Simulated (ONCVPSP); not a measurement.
# Configuration tests for tellurium (ONCV)

Te, optimised norm-conserving Vanderbilt (ONCV), made with ONCVPSP 4.0.1 (PBE, scalar-relativistic). Core [Kr] 4d10, reference 5s2 5p2 (charge +2). Waves: 5s: rc 1.85 bohr, ncon 4, nbas 7, qcut 3.1 1/bohr, 2 projectors, debl 0.8 Ha; 5p: rc 1.55 bohr, ncon 4, nbas 7, qcut 5.5 1/bohr, 2 projectors, debl 1.6 Ha; d scattering state at 0.47 Ha: rc 1.95 bohr, ncon 4, nbas 9, qcut 5.1 1/bohr, 1 projector. Local part: polynomial inside 1.40 bohr (lpopt 5, dvloc0 2 Ha). Core correction: polynomial model core, fcfact 0.55.

In the s channel the program set the typed energies aside and used -1.202, 0.250 Ha.

Energies are relative to the spin-unpolarised reference configuration 5s2 5p2; without spin polarisation the order of configurations can differ from experiment.

| valence configuration | charge | ΔE all-electron (eV) | error AE − PS (meV) |
| --- | --- | --- | --- |
| 5s2 5p4 | 0 | -27.654 | -19 |
| 5s2 5p1 | +3 | 26.898 | -28 |
| 5s2 5p0 | +4 | 63.382 | -130 |

**Question.** What are ΔE and the potential's error for 5s2 5p3?

**Answer.** ΔE = -17.925 eV all-electron; the error (AE − PS) is -5.7 meV.

Note: ghosts flagged at negative energy: p at -127.4 eV; GHOST(+) flagged for s at 1.92 eV. A true bound ghost makes a file unfit for plane-wave use.
